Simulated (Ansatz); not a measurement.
LaO, doublet, at a GFN2-xTB geometry (such geometries of metal compounds can be far from the true shape) (core potentials on La); HF/def2-TZVPP (Ansatz, a program for electronic structure).

Input for Ansatz:
Ansatz 0.2 input:
```yaml
crystal:
  periodic: [false, false, false]
  atoms:
    - {symbol: La, position_ang: [-0.00000000, -0.00000000, -0.24883547]}
    - {symbol: O, position_ang: [0.00000000, 0.00000000, 1.77295270]}
basis:
  gaussian:
    orbitals: def2-TZVPP
hamiltonian:
  xc: hf
magnetization: {spin_polarized: true, initial_magnetization: 1}
```

What the program printed (banner, timings and long lists left out):

```
Functional definition: HF
670 factors; their error is unknown
mean field evaluation 1: about -2875.3044 eV, gradient 4.7e1 eV
mean field evaluation 2: about -2825.2681 eV, gradient 1.1e2 eV
mean field evaluation 4: about -2885.3611 eV, gradient 1.7e0 eV
mean field evaluation 8: about -2885.4223 eV, gradient 2.6e-1 eV
mean field evaluation 16: about -2885.4964 eV, gradient 1.2e-5 eV
mean field evaluation 32: about -2885.1190 eV, gradient 1.4e0 eV
mean field evaluation 64: about -2884.9780 eV, gradient 2.1e0 eV
mean field evaluation 96: about -2883.7794 eV, gradient 8.3e-1 eV
mean field evaluation 128: about -2883.2889 eV, gradient 1.1e0 eV
mean field evaluation 160: about -2882.0556 eV, gradient 1.6e0 eV
mean field evaluation 192: about -2883.5018 eV, gradient 2.0e0 eV
mean field evaluation 224: about -2883.7292 eV, gradient 5.8e-1 eV
mean field evaluation 256: about -2884.2563 eV, gradient 6.5e0 eV
mean field -2885.49641614 eV, -106.0400374333 hartree, gradient 5.0e-5 eV, S^2 0.757463; 3 other end points of the search recorded, 0 dependent functions left out
reference -2885.49641614 eV, -106.0400374333 hartree; 10, 9 occupied and 77, 78 virtual orbitals, 670 factors
Total energy: -2885.49641614 eV, -106.0400374333 hartree
```
